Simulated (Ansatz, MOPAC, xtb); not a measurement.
**AgCl (silver chloride): the harmonic wavenumber, rung by rung**

AgCl, singlet, SMILES `[Cl][Ag]`. Each level relaxes the structure for itself.

Quantity: the harmonic wavenumber, in cm⁻¹. The values are calculated.

Measured value to compare with: Huber and Herzberg, Constants of Diatomic Molecules gives the harmonic wavenumber of the gas as 343 cm⁻¹.

| level | kind | program | value (cm⁻¹) | computed − measured |
| --- | --- | --- | --- | --- |
| PM6 | semi-empirical | MOPAC | 371 | +28 |
| PM6-D3 | semi-empirical | MOPAC | 370 | +27 |
| PM7 | semi-empirical | MOPAC | 403 | +60 |
| GFN1-xTB | semi-empirical | xtb | 322 | -21 |
| SVWN5/def2-TZVP (core potential) | LDA | Ansatz | 361 | +18 |
| r2SCAN/def2-TZVP (core potential) | meta-GGA | Ansatz | 337 | -6 |
| PBE0-D4/def2-TZVP (core potential) | global hybrid | Ansatz | 334 | -9 |
| B3LYP-D4/def2-TZVP (core potential) | global hybrid | Ansatz | 322 | -21 |
| CCSD(T)/def2-TZVP (core potential) | coupled cluster or CI | Ansatz | 335 | -8 |

Nearest: r2SCAN/def2-TZVP (core potential) (-6 cm⁻¹); farthest: PM7 (+60 cm⁻¹). Computed less measured by kind, in cm⁻¹ (def2-TZVP rows): semi-empirical -21 to +60; LDA +18; meta-GGA -6; global hybrid -21 to -9; coupled cluster or CI -8. Harmonic and unscaled.
